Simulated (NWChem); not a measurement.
System: CH$_{3}$ClTe; SMILES C[Te]Cl

The following NWChem deck was run.

```
start job
memory heap 200 mb stack 900 mb global 1100 mb
geometry units angstroms noautoz
  Te    -0.340484     0.439465     0.001156
  Cl     0.097214    -1.898612    -0.001205
  C      1.728954     1.000556     0.001431
  H      1.755191     2.100496     0.008294
  H      2.212721     0.620195    -0.906119
  H      2.214468     0.609136     0.903351
end
basis spherical
  * library def2-svp
end
ecp
  Te library def2-ecp
end
dft
  xc xpbe96 cpbe96
  iterations 150
  mulliken
end
task dft energy
```

Output (shortened):

```
             Northwest Computational Chemistry Package (NWChem) 7.3.0
             --------------------------------------------------------

 C1  symmetry detected

                             Geometry "geometry" -> ""
                             -------------------------

 Output coordinates in angstroms (scale by  1.889725989 to convert to a.u.)

  No.       Tag          Charge          X              Y              Z
 ---- ---------------- ---------- -------------- -------------- --------------
    1 Te                  52.0000    -0.35440541     0.43465089    -0.00000924
    2 Cl                  17.0000     0.12310914    -1.89562142    -0.00000611
    3 C                    6.0000     1.70516111     1.03095833    -0.00004887
    4 H                    1.0000     1.71263202     2.13119208     0.00572891
    5 H                    1.0000     2.19546622     0.65800840    -0.90716587
    6 H                    1.0000     2.19716079     0.64876723     0.90231438

 Effective nuclear repulsion energy (a.u.)     337.3592900031

 Summary of "ao basis" -> "ao basis" (spherical)
 ------------------------------------------------------------------------------
       Tag                 Description            Shells   Functions and Types
 ---------------- ------------------------------  ------  ---------------------
 Te                         def2-svp                10       26   4s4p2d
 Cl                         def2-svp                 8       18   4s3p1d
 C                          def2-svp                 6       14   3s2p1d
 H                          def2-svp                 3        5   2s1p

            General Information
            -------------------
          SCF calculation type: DFT
          Wavefunction type:  closed shell.
          No. of atoms     :     6
          No. of electrons :    50
           Alpha electrons :    25
            Beta electrons :    25
          Charge           :     0
          Spin multiplicity:     1
          Use of symmetry is: off; symmetry adaption is: off
          Maximum number of iterations: 150
          AO basis - number of functions:    73
                     number of shells:    33
          Convergence on energy requested:  1.00D-06
          Convergence on density requested:  1.00D-05
          Convergence on gradient requested:  5.00D-04

              XC Information
              --------------
          PerdewBurkeErnzerhof Exchange Functional  1.000
            Perdew 1991 LDA Correlation Functional  1.000 local
           PerdewBurkeErnz. Correlation Functional  1.000 non-local

             Grid Information
             ----------------
          Grid used for XC integration:  medium
          Radial quadrature: Mura-Knowles
          Angular quadrature: Lebedev.
          Tag              B.-S. Rad. Rad. Pts. Rad. Cut. Ang. Pts.
          ---              ---------- --------- --------- ---------
          Te                  1.40      123           9.0       590
          Cl                  1.00       88          11.0       590
          C                   0.70       49           9.0       434
          H                   0.35       45          10.0       434
          Grid pruning is: on
          Number of quadrature shells:   395
          Spatial weights used:  Erf1

      Superposition of Atomic Density Guess
      -------------------------------------

 Sum of atomic energies:        -809.66988516

      Non-variational initial energy
      ------------------------------

 Total energy =    -766.159085
 1-e energy   =   -1499.484561
 2-e energy   =     559.776854
 HOMO         =      -0.214503
 LUMO         =      -0.066404

     ---------------------------------------------
      Total Density - Mulliken Population Analysis
     ---------------------------------------------

    Atom       Charge   Shell Charges
 -----------   ------   -------------------------------------------------------
    1 Te  24    23.57   1.77  0.27  1.21  0.64  2.89  3.14  1.82  1.73  9.85  0.25
    2 Cl  17    17.42   2.00  1.99  1.23  0.73  5.94  2.12  3.40  0.01
    3 C    6     6.39   1.99  0.94  0.30  1.96  1.18  0.02
    4 H    1     0.87   0.65  0.19  0.03
    5 H    1     0.88   0.67  0.18  0.03
    6 H    1     0.88   0.67  0.18  0.03

   convergence    iter        energy       DeltaE   RMS-Dens  Diis-err
 ---------------- ----- ----------------- --------- --------- ---------
 d= 0,ls=0.0,diis     1   -767.6668606589 -9.41D+02  1.72D-02  3.33D-01
 d= 0,ls=0.0,diis     2   -767.6369912680  2.99D-02  1.25D-02  3.83D-01
 d= 0,ls=0.0,diis     3   -767.6892637645 -5.23D-02  4.69D-03  9.29D-02
 d= 0,ls=0.0,diis     4   -767.7045093279 -1.52D-02  1.13D-03  5.52D-03
 d= 0,ls=0.0,diis     5   -767.7053340056 -8.25D-04  2.76D-04  1.94D-04
  Resetting Diis
 d= 0,ls=0.0,diis     6   -767.7053577626 -2.38D-05  1.08D-04  8.78D-05
 d= 0,ls=0.0,diis     7   -767.7053709414 -1.32D-05  7.82D-05  3.63D-06
 d= 0,ls=0.0,diis     8   -767.7053691305  1.81D-06  5.25D-05  1.36D-05
 d= 0,ls=0.0,diis     9   -767.7053716301 -2.50D-06  5.07D-06  1.25D-07
 d= 0,ls=0.0,diis    10   -767.7053716485 -1.83D-08  9.37D-07  3.77D-09

         Total DFT energy =     -767.705371648466
      One electron energy =    -1501.340015648922
           Coulomb energy =      615.377910696167
    Exchange-Corr. energy =      -55.291889465339
 Nuclear repulsion energy =      173.548622769628

 Numeric. integr. density =       49.999990319866

                       DFT Final Molecular Orbital Analysis
                       ------------------------------------

 Vector   23  Occ=2.000000D+00  E=-2.792825D-01
              MO Center=  8.5D-02, -1.5D+00, -9.3D-05, r^2= 1.9D+00
   Bfn.  Coefficient  Atom+Function         Bfn.  Coefficient  Atom+Function
  ----- ------------  ---------------      ----- ------------  ---------------
    39      0.582294  2 Cl pz                36      0.431958  2 Cl pz
    33      0.253276  2 Cl pz                13      0.200838  1 Te pz
    16      0.190135  1 Te pz                10     -0.081668  1 Te pz
    50     -0.066400  3 C  pz                 7     -0.063922  1 Te pz
    64      0.051991  5 H  s                 69     -0.051765  6 H  s

 Vector   24  Occ=2.000000D+00  E=-2.587015D-01
              MO Center=  2.4D-01, -1.2D+00,  3.6D-05, r^2= 3.1D+00
   Bfn.  Coefficient  Atom+Function         Bfn.  Coefficient  Atom+Function
  ----- ------------  ---------------      ----- ------------  ---------------
    37      0.577354  2 Cl px                34      0.417773  2 Cl px
    31      0.244198  2 Cl px                11     -0.211291  1 Te px
    48      0.207222  3 C  px                47     -0.166616  3 C  s
    51      0.143193  3 C  px                 4      0.140288  1 Te s
     3      0.122627  1 Te s                 49      0.091687  3 C  py

 Vector   25  Occ=2.000000D+00  E=-1.817471D-01
              MO Center= -2.2D-01,  1.3D-01, -9.2D-05, r^2= 3.1D+00
   Bfn.  Coefficient  Atom+Function         Bfn.  Coefficient  Atom+Function
  ----- ------------  ---------------      ----- ------------  ---------------
    13      0.571521  1 Te pz                16      0.524223  1 Te pz
    39     -0.310487  2 Cl pz                10     -0.221319  1 Te pz
    36     -0.209223  2 Cl pz                 7     -0.172181  1 Te pz
    33     -0.120662  2 Cl pz                65      0.098784  5 H  s
    70     -0.098605  6 H  s                 64      0.088143  5 H  s

 Vector   26  Occ=0.000000D+00  E=-1.110389D-01
              MO Center= -2.4D-01, -3.7D-02,  4.1D-05, r^2= 3.6D+00
   Bfn.  Coefficient  Atom+Function         Bfn.  Coefficient  Atom+Function
  ----- ------------  ---------------      ----- ------------  ---------------
    15      0.660121  1 Te py                12      0.536384  1 Te py
    38      0.508673  2 Cl py                35      0.283903  2 Cl py
     3     -0.262208  1 Te s                 30      0.253663  2 Cl s
     9     -0.201938  1 Te py                32      0.163837  2 Cl py
    47     -0.161947  3 C  s                  6     -0.156212  1 Te py

 Vector   27  Occ=0.000000D+00  E=-3.535252D-02
              MO Center=  2.1D-01,  5.1D-01, -2.3D-04, r^2= 4.1D+00
   Bfn.  Coefficient  Atom+Function         Bfn.  Coefficient  Atom+Function
  ----- ------------  ---------------      ----- ------------  ---------------
    47      1.076967  3 C  s                 14     -0.909489  1 Te px
    51     -0.508194  3 C  px                 4     -0.464599  1 Te s
    11     -0.397721  1 Te px                48     -0.339188  3 C  px
     3     -0.315063  1 Te s                 46      0.230814  3 C  s
    60     -0.225397  4 H  s                 65     -0.208327  5 H  s

 Vector   28  Occ=0.000000D+00  E= 5.153636D-02
              MO Center=  1.8D+00,  1.3D+00,  1.3D-03, r^2= 4.6D+00
   Bfn.  Coefficient  Atom+Function         Bfn.  Coefficient  Atom+Function
  ----- ------------  ---------------      ----- ------------  ---------------
    47      2.273846  3 C  s                 60     -1.384226  4 H  s
    65     -1.013556  5 H  s                 70     -1.012901  6 H  s
    51      0.498925  3 C  px                 3      0.489309  1 Te s
    52      0.343259  3 C  py                 4     -0.291873  1 Te s
    48      0.240207  3 C  px                46      0.176179  3 C  s

     ---------------------------------------------
      Total Density - Mulliken Population Analysis
     ---------------------------------------------

    Atom       Charge   Shell Charges
 -----------   ------   -------------------------------------------------------
    1 Te  24    23.76   1.77  0.28  1.39  0.49  2.89  3.14  2.08  1.58  9.81  0.34
    2 Cl  17    17.25   2.00  1.98  1.28  0.71  5.93  2.12  3.22  0.02
    3 C    6     6.26   1.98  0.92  0.27  2.07  1.00  0.02
    4 H    1     0.92   0.72  0.18  0.02
    5 H    1     0.90   0.72  0.16  0.02
    6 H    1     0.90   0.72  0.16  0.02

     -------------------------------------------
      Total Density - Lowdin Population Analysis
     -------------------------------------------

    Atom       Charge   Shell Charges
 -----------   ------   -------------------------------------------------------
    1 Te  24    23.76   1.23  0.75  1.07  0.74  2.74  3.17  2.03  1.83  9.55  0.65
    2 Cl  17    17.14   2.00  1.96  1.08  0.85  5.82  2.25  3.17  0.02
    3 C    6     6.22   1.96  0.61  0.35  1.85  1.40  0.05
    4 H    1     0.96   0.62  0.26  0.07
    5 H    1     0.96   0.63  0.26  0.07
    6 H    1     0.96   0.63  0.26  0.07

     Multipole analysis of the density
     ---------------------------------

     L   x y z        total         alpha         beta         nuclear
     -   - - -        -----         -----         ----         -------
     0   0 0 0     -0.000000    -25.000000    -25.000000     50.000000

     1   1 0 0      0.288227     -9.232094     -9.232094     18.752415
     1   0 1 0      0.915243     11.956817     11.956817    -22.998390
     1   0 0 1      0.000127     -0.000181     -0.000181      0.000489

     2   2 0 0    -31.871924    -75.391092    -75.391092    118.910259
     2   1 1 0      0.683606    -16.448350    -16.448350     33.580306
     2   1 0 1      0.000358     -0.000276     -0.000276      0.000911
     2   0 2 0    -33.322064   -154.851734   -154.851734    276.381405
     2   0 1 1      0.000363     -0.000670     -0.000670      0.001703
     2   0 0 2    -35.622456    -20.734419    -20.734419      5.846382
```

Level: PBE/def2-SVP with def2 effective core potentials on Te. Structure relaxed at the PBE0/def2-SVP level. def2 effective core potentials on Te; no spin-orbit coupling.
